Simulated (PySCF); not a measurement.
## Electric field gradients and quadrupole coupling constants

H11N4Si3 (charge -1).
Geometry (GFN2-xTB, Å), atoms numbered from 1 in this order:
```xyz
18
H11N4Si3 angstrom
N     -1.776    1.088    0.833
Si    -0.166    0.941    0.101
N      0.004    2.519   -0.674
N      1.146    0.510    1.040
Si     1.515   -0.755    2.064
N     -0.514   -0.077   -1.314
Si    -0.334   -1.755   -1.408
H     -1.768    1.700    1.637
H     -2.101    0.187    1.156
H      0.168    3.243    0.010
H      0.800    2.521   -1.295
H      0.659   -0.917    3.290
H      2.884   -0.521    2.599
H      1.534   -2.147    1.522
H     -1.190    0.351   -1.925
H     -1.026   -2.564   -0.381
H     -0.923   -2.170   -2.707
H      1.078   -2.149   -1.411
```

Field gradients from the PBE0/pcSseg-1 density (PySCF, non-relativistic), principal values in atomic units, ordered |Vxx| ≤ |Vyy| ≤ |Vzz|:

| atom | Vxx | Vyy | Vzz |
| --- | --- | --- | --- |
| N1 | 0.2077 | 0.6777 | -0.8854 |
| N3 | 0.2285 | 0.6820 | -0.9105 |
| N4 | -0.0556 | -0.2853 | 0.3409 |
| N6 | 0.1308 | 0.5680 | -0.6988 |

Question: Find the asymmetry η = (Vxx − Vyy)/Vzz and the couplings χ = eQV/h (234.96 MHz × Q in barn × V in au), with Q(14N) = 0.02044 b.

Answer: 
```
atom                      environment  nucleus     η  χzz (MHz)  χxx (MHz)  χyy (MHz)
  N1           silicon-bound nitrogen      14N  0.53     -4.252      0.998      3.255
  N3           silicon-bound nitrogen      14N  0.50     -4.373      1.098      3.275
  N4          nitrogen bonded to 2 Si      14N  0.67      1.637     -0.267     -1.370
  N6  nitrogen bridging silicon atoms      14N  0.63     -3.356      0.628      2.728
```

The tensor is traceless: Vxx + Vyy + Vzz = 0.

Question: What is Vzz at N4 in SI units (1 au = 9.71736 × 10²¹ V/m²)?

Answer: 0.3409 au = 3.312 × 10²¹ V/m².

Question: And the gradient at the other heavy atoms, for which no coupling is worked out here?

Answer: 
| atom | environment | Vzz (au) | η |
| --- | --- | --- | --- |
| Si2 | four-coordinate silicon | -0.455 | 0.46 |
| Si5 | SiH3 silicon | -0.283 | 0.19 |
| Si7 | SiH3 silicon | 0.214 | 0.37 |

Were the hydrogens deuterons (Q(2H) = 0.00286 b), χzz would run from 95 kHz (H12) to 297 kHz (H15).

Isolated species at its GFN2-xTB geometry (one conformer only). The pcSseg-1 basis has no diffuse functions, a weakness for an anion. GFN2-xTB bond lengths can be off by several hundredths of an ångström, more for odd bonds, and the gradients follow them. These gradients aren't converged with respect to the basis.
